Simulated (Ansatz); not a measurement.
Start from `OB1OC1Br` and change one atom or group to get `CC1OB1O`.

Ansatz, PBE0-D4/def2-TZVP geometries, multiplicity 1. Each molecule was computed in one conformer, which needn't be the lowest.

Scalar relativity is left out up to krypton. Spin–orbit coupling is left out; it splits and shifts lone-pair levels of the heavy atoms by tenths of an eV.

| property | `OB1OC1Br` |
| --- | --- |
| HOMO energy (PBE/def2-TZVPP) / eV | -6.36 |
| LUMO energy (ωB97M-V/def2-TZVPP) / eV | 1.47 |
| LUMO energy (PBE0/def2-TZVPP) / eV | -0.29 |
| HOMO energy (ωB97M-V/def2-TZVPP) / eV | -9.90 |
| HOMO energy (PBE0/def2-TZVPP) / eV | -7.67 |
| HOMO–LUMO gap (PBE0/def2-TZVPP) / eV | 7.37 |

(1) Give the same properties after the change, and the shifts. (Best estimate.)

Answers

(1) Ansatz gave: 
```csv
property,`CC1OB1O`,shift
HOMO energy (PBE/def2-TZVPP) / eV,-6.29,0.07
LUMO energy (ωB97M-V/def2-TZVPP) / eV,1.75,0.28
LUMO energy (PBE0/def2-TZVPP) / eV,0.44,0.73
HOMO energy (ωB97M-V/def2-TZVPP) / eV,-9.98,-0.08
HOMO energy (PBE0/def2-TZVPP) / eV,-7.67,0.00
HOMO–LUMO gap (PBE0/def2-TZVPP) / eV,8.12,0.75
```

The zero-point energy changes by 98.8 kJ/mol with +9 modes.

Positive LUMOs are unbound, so they and the gaps depend on the basis.
